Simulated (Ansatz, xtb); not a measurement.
## C6H9N: which of two isomers lies lower

We compare I, `Cc1ccc(C)[nH]1`, a singlet, with II, `Cc1c[nH]c(C)c1`, a singlet. Both are isolated molecules in the gas phase, relaxed with PBE0-D3(BJ)/def2-SVP.

I (Å):

```xyz
16

C    -0.6801    1.3214   -2.7242
C     0.0056    0.3163   -1.8683
C    -0.0649   -1.0618   -1.8538
C     0.8025   -1.5287   -0.8262
C     1.3843   -0.4258   -0.2352
C     2.3634   -0.3164    0.8796
N     0.8878    0.6785   -0.8813
H    -1.3361    0.8135   -3.4433
H     0.0334    1.9338   -3.3020
H    -1.3067    2.0130   -2.1353
H    -0.6804   -1.6662   -2.5179
H     0.9868   -2.5635   -0.5431
H     1.9629    0.2594    1.7316
H     2.6201   -1.3175    1.2500
H     3.3019    0.1710    0.5644
H     1.1385    1.6320   -0.6598
```

II (Å):

```tsv
atom	x (Å)	y (Å)	z (Å)
C	-0.2154	0.9788	-3.2803
C	0.3258	0.2724	-2.0811
C	0.6690	-1.0607	-1.9935
C	1.0812	-0.1579	0.0236
C	1.5147	-0.1227	1.4465
C	0.5902	0.8386	-0.7974
N	1.1210	-1.3042	-0.7228
H	-0.3047	0.2970	-4.1386
H	-1.2149	1.4016	-3.0871
H	0.4336	1.8152	-3.5869
H	0.6240	-1.8497	-2.7415
H	1.4395	-2.2002	-0.3835
H	0.9159	-0.7984	2.0808
H	2.5734	-0.4095	1.5661
H	1.4008	0.8930	1.8472
H	0.4364	1.8756	-0.5017
```

**Question.** Estimate E(II) − E(I) at the level CCSD(T)/def2-SVP + ΔMP2/def2-TZVPP.

**Answer.** Calculated at CCSD(T)/def2-SVP + ΔMP2/def2-TZVPP: E(II) − E(I) = +1.15 kcal/mol, so structure I lies lower.

How the difference moves with the method:

| level | geometry | E(II) − E(I) (kcal/mol) | departure from the last row (kcal/mol) | job, with rough time for the two |
| --- | --- | --- | --- | --- |
| GFN2-xTB | GFN2-xTB | +0.94 | −0.20 | optimisation, 0.12 s |
| HF/STO-3G | GFN2-xTB | +1.75 | +0.60 | single point, 0.4 s |
| r2SCAN-D4/def2-SVP | GFN2-xTB | +1.38 | +0.23 | single point, 3.1 s |
| PBE0-D3(BJ)/def2-SVP | PBE0-D3(BJ)/def2-SVP | +1.36 | +0.21 | optimisation, 28 s |
| HF/def2-SVP | PBE0-D3(BJ)/def2-SVP | +1.34 | +0.19 | part of the CCSD(T) run |
| MP2/def2-SVP | PBE0-D3(BJ)/def2-SVP | +1.10 | −0.04 | part of the CCSD(T) run |
| CCSD(T)/def2-SVP | PBE0-D3(BJ)/def2-SVP | +1.05 | −0.09 | single point |
| CCSD(T)/def2-SVP + ΔMP2/def2-TZVPP | PBE0-D3(BJ)/def2-SVP | +1.15 |  | single point, 47 s |

As drawn, both hold the same kinds of bond in the same numbers.

The levels shown agree on the order. The largest departure from CCSD(T)/def2-SVP + ΔMP2/def2-TZVPP is that of HF/STO-3G, 0.60 kcal/mol. The last row adds to CCSD(T) the change of the MP2 difference between the two basis sets, here +0.09 kcal/mol.

With thermal terms from frequencies at re-optimised GFN2-xTB minima (ideal gas, soft modes damped towards free rotors, one conformer each, 298.15 K, 1 atm): the zero-point term adds −0.05 kcal/mol; ΔH is +1.12 and ΔG +0.62 kcal/mol.

The correlated steps freeze 7 core orbitals. Codes used: Ansatz 0.2.0, xtb 6.7.1; the last row on 2 threads of Intel(R) Xeon(R) 6975P-C (Granite Rapids) on a shared host.
